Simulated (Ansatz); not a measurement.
`CB[SiH](C)S` at its PBE0-D4/def2-TZVP geometry, where that method's forces vanish. The species carries charge 0 and has multiplicity 1.

| atom | x (Å) | y (Å) | z (Å) |
| --- | --- | --- | --- |
| C1 | -1.947 | 0.623 | -0.023 |
| B2 | -0.651 | 0.824 | 0.863 |
| Si3 | 0.957 | -0.289 | 0.754 |
| C4 | 1.345 | -1.575 | -0.545 |
| S5 | 0.939 | 1.759 | -0.191 |
| H6 | -2.676 | 0.035 | 0.545 |
| H7 | -1.772 | 0.087 | -0.962 |
| H8 | -2.430 | 1.574 | -0.268 |
| H9 | -0.691 | 1.477 | 1.872 |
| H10 | 2.036 | -0.232 | 1.776 |
| H11 | 0.617 | -1.537 | -1.359 |
| H12 | 2.348 | -1.450 | -0.958 |
| H13 | 1.289 | -2.570 | -0.095 |
| H14 | 0.637 | 1.274 | -1.409 |

(1) For each bond, give half the difference of the two atoms' forces along it (eV/Å; positive pushes the atoms apart) under PBE-D4, r2SCAN-D4, B3LYP-D4, ωB97M-V in def2-TZVPP. (Best estimate.)

Answers

(1) Computed: 
```json
{"bond": "C1–B2", "length (Å)": "1.583", "PBE-D4": "-0.07", "r2SCAN-D4": "0.01", "B3LYP-D4": "0.06", "ωB97M-V": "0.13"}
{"bond": "C1–H6", "length (Å)": "1.096", "PBE-D4": "0.12", "r2SCAN-D4": "-0.01", "B3LYP-D4": "-0.04", "ωB97M-V": "-0.07"}
{"bond": "C1–H7", "length (Å)": "1.095", "PBE-D4": "0.13", "r2SCAN-D4": "-0.01", "B3LYP-D4": "-0.03", "ωB97M-V": "-0.05"}
{"bond": "C1–H8", "length (Å)": "1.094", "PBE-D4": "0.13", "r2SCAN-D4": "-0.01", "B3LYP-D4": "-0.03", "ωB97M-V": "-0.06"}
{"bond": "B2–Si3", "length (Å)": "1.959", "PBE-D4": "-0.01", "r2SCAN-D4": "0.04", "B3LYP-D4": "0.09", "ωB97M-V": "0.02"}
{"bond": "B2–S5", "length (Å)": "2.124", "PBE-D4": "0.04", "r2SCAN-D4": "0.11", "B3LYP-D4": "0.30", "ωB97M-V": "0.12"}
{"bond": "B2–H9", "length (Å)": "1.202", "PBE-D4": "0.08", "r2SCAN-D4": "-0.05", "B3LYP-D4": "-0.17", "ωB97M-V": "-0.16"}
{"bond": "Si3–C4", "length (Å)": "1.869", "PBE-D4": "0.00", "r2SCAN-D4": "0.00", "B3LYP-D4": "0.09", "ωB97M-V": "0.05"}
{"bond": "Si3–S5", "length (Å)": "2.256", "PBE-D4": "0.17", "r2SCAN-D4": "0.09", "B3LYP-D4": "0.26", "ωB97M-V": "0.11"}
{"bond": "Si3–H10", "length (Å)": "1.487", "PBE-D4": "0.09", "r2SCAN-D4": "-0.02", "B3LYP-D4": "-0.14", "ωB97M-V": "-0.14"}
{"bond": "C4–H11", "length (Å)": "1.092", "PBE-D4": "0.11", "r2SCAN-D4": "-0.01", "B3LYP-D4": "-0.05", "ωB97M-V": "-0.04"}
{"bond": "C4–H12", "length (Å)": "1.092", "PBE-D4": "0.10", "r2SCAN-D4": "-0.01", "B3LYP-D4": "-0.04", "ωB97M-V": "-0.05"}
{"bond": "C4–H13", "length (Å)": "1.094", "PBE-D4": "0.11", "r2SCAN-D4": "-0.01", "B3LYP-D4": "-0.05", "ωB97M-V": "-0.05"}
{"bond": "S5–H14", "length (Å)": "1.345", "PBE-D4": "0.27", "r2SCAN-D4": "0.02", "B3LYP-D4": "-0.06", "ωB97M-V": "-0.11"}
```

B3LYP here is the variant with VWN-RPA as its local correlation; programs differ in this.
